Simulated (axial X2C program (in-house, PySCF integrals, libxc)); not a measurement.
## Low determinants of Ga₂⁻ at the PBE0 level, 2c

Calculated with an in-house relativistic program for diatomic molecules. Two-component (2c) means X2C with spin–orbit coupling and atomic mean-field two-electron Coulomb terms, the Gaunt term switched off. Basis: Ga dyall-av3z [10s10p8d2f] (cores contracted in-house); Gaussian nuclei, density fitting, unrestricted open shells. Masses: Ga 68.926 u.

Search at 2.480 Å (vertical energies from the lowest determinant):

| ΔE (eV) | state | electrons beyond evenly filled partner blocks | electrons in ±ω = 1/2, 3/2, 5/2, 7/2 |
| --- | --- | --- | --- |
| 0.00 | Ω = 3/2 | ω = 3/2 | 42 17 4 0 |
| 0.26 | Ω = 1/2 | 2 × ω = -1/2, ω = 3/2 | 42 17 4 0 |
| 0.52 | Ω = 1/2 | ω = 1/2 | 43 16 4 0 |
| 0.58 | Ω = 5/2 | 2 × ω = 1/2, ω = 3/2 | 42 17 4 0 |
| 0.64 | Ω = 1/2 | ω = 1/2 | 41 18 4 0 |
| 1.69 | Ω = 5/2 | ω = -1/2, 2 × ω = 3/2 | 41 18 4 0 |
| 1.77 | Ω = 7/2 | ω = 1/2, 2 × ω = 3/2 | 41 18 4 0 |

Lowest determinant, Ω = 3/2 (⟨Sz⟩ = 1.50, ⟨Lz⟩ = 0.00 at PBE0): Re = 2.506 Å, ωe = 200.4 cm⁻¹.

The determinant in row 2 of the search, Ω = 1/2 (⟨Sz⟩ = 0.50, ⟨Lz⟩ = 0.00 at PBE0), was followed along the bond at PBE0; measured from the minimum of the lowest determinant it gives:

Te = 0.262 eV (2114 cm⁻¹), Re = 2.500 Å, ωe = 202.8 cm⁻¹.

Compare the bond of the determinant in row 2 with that of the lowest one.

At PBE0 its Re is 0.006 Å shorter and its force constant, which goes as ωe², is 1.02 times that of the lowest determinant. This determinant mixes spin states, so it has no term energy of its own.

The search compares states at one distance, so a state with another bond length can lie lower; it is not exhaustive and yields mostly the lowest determinant of each block pattern, so other components and higher states of one pattern are missing. These are energies of single determinants, not of spin-adapted states; PBE0 term energies can be off by some tenths of an eV, and the functional has no current term. The lowest determinant need not be the ground state where others lie within half an eV. For an anion, determinants above electron detachment are held by the basis set. The highest occupied level of some functionals is positive through self-interaction error; at Hartree–Fock it is bound. Row 1 has a positive highest level at its minimum. Row 2 has a positive highest level at its minimum.
